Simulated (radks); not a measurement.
Problem. Radial electron density D(r) = 4 pi r^2 rho(r) of an atom or ion with 46 electrons. Method: Dirac Kohn-Sham, Slater X-alpha with alpha = 0.667, spin-unpolarised, spherical densities, point nucleus; computed with a radial shooting solver on a logarithmic mesh with Libxc functionals.

r (bohr),D(r) (e/bohr)
0.004494,16.13
0.005149,19.55
0.005852,23.23
0.006704,27.62
0.007681,32.46
0.00873,37.34
0.01,42.69
0.01137,47.68
0.01302,52.64
0.0148,56.67
0.01696,59.94
0.01943,61.84
0.02208,62.22
0.0253,61.17
0.02875,59.12
0.03294,56.46
0.03744,54.35
0.04289,53.52
0.04914,55.00
0.05585,58.77
0.06399,64.77
0.07273,71.00
0.08332,76.23
0.0947,78.02
0.1085,75.52
0.1243,69.03
0.1413,61.43
0.1619,54.99
0.184,52.91
0.2108,55.37
0.2395,59.94
0.2744,63.08
0.3144,60.72
0.3574,52.58
0.4094,40.07
0.4653,28.65
0.5331,20.61
0.6059,17.96
0.6942,18.73
0.7953,20.19
0.9039,20.08
1.036,17.78
1.177,14.24
1.348,10.18
1.533,6.835
1.756,4.150
2.012,2.335
2.286,1.260
2.62,0.5934
2.977,0.2614
3.411,0.09480
3.877,0.03112
4.441,0.007828

What is the nuclear charge?

Solution. Z = 48. The innermost maximum, from 1s, lies near gamma/Z bohr with gamma = sqrt(1 - (Z/c)^2) = 0.937, here 0.0195 bohr (found: 0.0214), and its height grows with Z. The density is that of the cadmium ion Cd2+ in [Kr] 4d10; the configuration itself is not fixed sharply by these data, and Z only to a few units. D(r) has 4 maxima, at r = 0.0214, 0.0939, 0.279, 0.841 bohr, and minima at 0.0422, 0.182, 0.621 bohr, inside which lie 2.03, 11.16, 29.03 electrons.
